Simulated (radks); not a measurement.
Task: All-electron atom: Fe14+ in [Ne] 3s2. All-electron calculation, scalar-relativistic Kohn-Sham, r2SCAN, spin-polarised, spherical densities, finite nucleus; meta-GGA in the generalised Kohn-Sham scheme; Fermi nuclear charge, rms radius 3.7377 fm. Program: a radial shooting solver on a logarithmic mesh with Libxc functionals. Some entries of the table are withheld. Estimate them.

orbital  occ.  eigenvalue (hartree)  <1/r> (bohr^-1)  <r^2> (bohr^2)
1s          2             -274.5858            25.98             (1)
2s          2             -46.14857            5.644         0.08146
2p          6             -41.70719            5.520             (2)
3s          2                   (3)            2.106          0.5307

Result: 
(1) 1s <r^2> (bohr^2): 0.004593
(2) 2p <r^2> (bohr^2): 0.06565
(3) 3s eigenvalue (hartree): -16.24035
